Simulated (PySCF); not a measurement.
Which determinant of CaSe lies lowest?

Unrestricted PBE0; PySCF, no relativity, basis sets Ca def2-TZVPP, Se def2-TZVPP. Outer shells of the fragments: Ca 4s2; Se 3d10 4s2 4p4.

Followed along the bond (rough minima from three points):

```json
{"2Ms+1": "1", "unpaired": "none", "⟨S²⟩ at the start": "0.00", "R at minimum (Å)": "2.44", "Te (eV)": "0.00"}
{"2Ms+1": "3", "unpaired": "σ ↑, π ↑", "⟨S²⟩ at the start": "2.00", "R at minimum (Å)": "2.72", "Te (eV)": "0.75"}
{"2Ms+1": "1", "unpaired": "σ ↓, π ↑", "⟨S²⟩ at the start": "1.00", "R at minimum (Å)": "2.71", "Te (eV)": "0.77"}
{"2Ms+1": "3", "unpaired": "σ ↑↑", "⟨S²⟩ at the start": "2.00", "R at minimum (Å)": "2.59", "Te (eV)": "1.39"}
```

Solutions found at the starting distance of 2.705 Å, counted from the lowest of them; the search is not exhaustive and high or unbound solutions are not listed, so other states can lie among these:

| 2Ms+1 | unpaired | term | E (eV) | ⟨S²⟩ | ⟨Lz²⟩ | μ (D) |
| --- | --- | --- | --- | --- | --- | --- |
| 1 | none | ¹Σ⁺ | 0.00 | 0.00 | 0.00 | -11.23 |
| 3 | σ ↑, π ↑ | ³Π | 0.40 | 2.00 | 1.01 | -3.96 |
| 1 | σ ↓, π ↑ | mixed | 0.42 | 1.00 | 1.01 | -3.98 |
| 3 | σ ↑↑ | ³Σ⁺ | 1.08 | 2.00 | 0.00 | -4.13 |
| 3 | π ↑↑ | mixed | 2.03 | 2.00 | 2.01 | -3.86 |
| 1 | π ↑↓ | mixed | 2.06 | 1.01 | 2.01 | -3.83 |
| 3 | π ↑↑ | mixed | 2.07 | 2.00 | 2.01 | -3.88 |
| 3 | π ↑, δ ↑ | mixed | 2.49 | 2.00 | 5.01 | -8.02 |
| 1 | π ↑, δ ↓ | mixed | 2.50 | 1.01 | 5.01 | -7.98 |
| 1 | π ↑, δ ↓ | mixed | 2.51 | 1.01 | 4.99 | -7.97 |

A term symbol is given only where ⟨S²⟩ and ⟨Lz²⟩ are close to those of a pure state; real π, δ and φ orbitals otherwise mix terms. A positive dipole means Ca(−)Se(+).

Question: Compare the gap between the two lowest followed solutions at the starting distance with the gap between their minima.

Answer: At PBE0 the second solution (triplet, unpaired electrons σ ↑, π ↑) lies +0.40 eV from the first (singlet, closed shell) at 2.705 Å and +0.75 eV at the minima; the two curves relax by different amounts, since their minima lie near 2.72 and 2.44 Å.

Counting both spins, an empty level lies below a filled one in some of these solutions, because spin and occupation are held.
